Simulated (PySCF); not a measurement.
BGeH₅NSi, AlBGeH₅N (calculated)

All values are calculated (PySCF 2.14.0). Calculation on a computer-drawn molecule: the log of a Hartree-Fock and frozen-core CCSD(T) single point meant for a local Hartree-Fock minimum, with one planted fault or none, to be diagnosed. Offsets are logged minus clean, where the clean run is the same molecule without the fault. The reference is restricted for singlets and unrestricted otherwise, and also for a bond in bohr or an excited solution. Adding or removing an electron swaps singlet and doublet. The excited solution moves the top pair (singlet) or top alpha electron (doublet) to the lowest empty orbital. Highest occupied and lowest empty are orbital energies over both spins, largest force is the largest gradient component, triples share is (T) over the correlation energy, the T1 limit is 0.02 restricted and 0.045 unrestricted, electrons count all cores, a negative frequency is imaginary (commonest isotopes), and the dipole is about the centre of nuclear charge; on germanium a core potential holds 10 electrons, which the energies leave out, and 3d is frozen in MP2 and coupled-cluster steps.

Common to all runs: meant charge 0; meant basis cc-pV(D+d)Z; meant basis and core potential on germanium cc-pVDZ-PP ECP10MDF; logged basis functions 99; logged SCF converged yes; logged CC converged yes; logged SCF stable within its kind yes; possible faults no fault, one electron removed, one electron added, multiplicity raised by two, geometry at a saddle point, SCF held on an excited solution, minimal basis STO-3G, one bond length entered in bohr, all coordinates scaled.

```yaml
- entry: 1
  formula: BGeH5NSi
  logged_structure:
    atoms_angstrom:
      - ["N", 1.0693, 2.3263, 1.0801]
      - [B, 0.9598, 1.1428, 0.7646]
      - [Si, 0.7413, -0.7546, 0.1985]
      - [Ge, -1.2096, -1.8426, 1.0799]
      - [H, 1.1644, 3.2727, 1.3378]
      - [H, 1.9876, -1.5212, 0.4294]
      - [H, -1.1353, -1.978, 2.6049]
      - [H, -1.3282, -3.241, 0.4662]
      - [H, -2.4532, -1.0282, 0.7143]
  given:
    meant_multiplicity: 2
    logged_electrons: 63
    logged_spin_squared: 3.7741
    "logged_highest_occupied [eV]": -5.2739
    "logged_lowest_empty [eV]": 0.0062926
    "logged_largest_force [hartree/bohr]": 0.2443
    logged_T1_diagnostic: 0.02103
    logged_D1_diagnostic: 0.086694
    logged_triples_share: 0.029972
    "logged_dipole_magnitude [debye]": 3.907
    "logged_energy_HF [hartree]": -664.16395
    "logged_energy_CCSD(T) [hartree]": -664.6093
    drawn_bonds_atom: [1, 2, 3, 1, 3, 4, 4, 4]
    drawn_bonds_other_atom: [2, 3, 4, 5, 6, 7, 8, 9]
    drawn_bonds_order: [2, 1, 1, 1, 1, 1, 1, 1]
  results:
    planted_fault: "multiplicity raised by two"
    "HF_energy_offset_from_clean_run [kcal/mol]": 109.1
    "CCSD(T)_energy_offset_from_clean_run [kcal/mol]": 136.4
- entry: 2
  formula: AlBGeH5N
  logged_structure:
    atoms_angstrom:
      - ["N", -0.09, 1.4755, 2.8334]
      - [B, 0.6227, 0.5549, 2.4366]
      - [Ge, 1.8027, -0.9456, 1.6695]
      - [Al, 1.9971, -0.698, -0.8188]
      - [H, -0.6576, 2.2014, 3.1824]
      - [H, 1.1586, -2.2775, 2.0802]
      - [H, 3.1617, -0.8545, 2.3782]
      - [H, 3.1596, 0.1737, -1.4389]
      - [H, 0.9474, -1.3994, -1.7685]
  given:
    meant_multiplicity: 1
    logged_electrons: 62
    logged_spin_squared: 2.0128
    "logged_highest_occupied [eV]": -5.9146
    "logged_lowest_empty [eV]": -2.3903
    "logged_largest_force [hartree/bohr]": 0.052928
    logged_T1_diagnostic: 0.023842
    logged_D1_diagnostic: 0.11075
    logged_triples_share: 0.035667
    "logged_dipole_magnitude [debye]": 3.5289
    "logged_energy_HF [hartree]": -617.21019
    "logged_energy_CCSD(T) [hartree]": -617.67306
    drawn_bonds_atom: [1, 2, 3, 1, 3, 3, 4, 4]
    drawn_bonds_other_atom: [2, 3, 4, 5, 6, 7, 8, 9]
    drawn_bonds_order: [2, 1, 1, 1, 1, 1, 1, 1]
  results:
    planted_fault: "multiplicity raised by two"
    "HF_energy_offset_from_clean_run [kcal/mol]": 85.62
    "CCSD(T)_energy_offset_from_clean_run [kcal/mol]": 87.63
```
